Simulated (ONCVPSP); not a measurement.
**An all-electron radial function and its pseudo partner (C (Z = 6))**

Columns: radius, all-electron u(r) and pseudo u(r) of the 2p shell (level -5.40 eV) of carbon in the configuration [He] 2s1.75 2p2.25; PBE, scalar-relativistic, ONCV scheme, ONCVPSP 4.0.1.

| r (bohr) | all-electron | pseudo |
| --- | --- | --- |
| 0.160 | 0.1032 | 0.0288 |
| 0.320 | 0.2770 | 0.1101 |
| 0.480 | 0.4343 | 0.2304 |
| 0.640 | 0.5538 | 0.3705 |
| 0.800 | 0.6367 | 0.5094 |
| 0.960 | 0.6861 | 0.6286 |
| 1.120 | 0.7077 | 0.7151 |
| 1.280 | 0.7081 | 0.7631 |
| 1.440 | 0.6933 | 0.7740 |
| 1.600 | 0.6682 | 0.7540 |
| 1.760 | 0.6364 | 0.7127 |
| 1.920 | 0.6006 | 0.6597 |
| 2.080 | 0.5629 | 0.6032 |
| 2.240 | 0.5246 | 0.5487 |
| 2.400 | 0.4869 | 0.4992 |
| 2.560 | 0.4503 | 0.4555 |
| 2.720 | 0.4153 | 0.4170 |
| 2.880 | 0.3822 | 0.3825 |
| 3.040 | 0.3511 | 0.3511 |
| 3.200 | 0.3221 | 0.3221 |
| 3.360 | 0.2951 | 0.2951 |
| 3.520 | 0.2700 | 0.2700 |
| 3.680 | 0.2469 | 0.2469 |
| 3.840 | 0.2256 | 0.2256 |
| 4.000 | 0.2060 | 0.2060 |
| 4.160 | 0.1879 | 0.1879 |

How many radial nodes do the two functions have?

The all-electron 2p function has n − l − 1 = 0; the pseudo-wave has 0.

At about which radius was the pseudo-wave matched?

3.20 bohr. The columns agree to 0.0005 from 2.88 bohr on; several derivatives are matched, so the curves merge somewhat inside the radius.

Is the pseudo-wave norm-conserving?

Yes: the ONCV scheme keeps the norm inside the radius equal to the all-electron one, which fixes the energy derivative of the logarithmic derivative at the level.
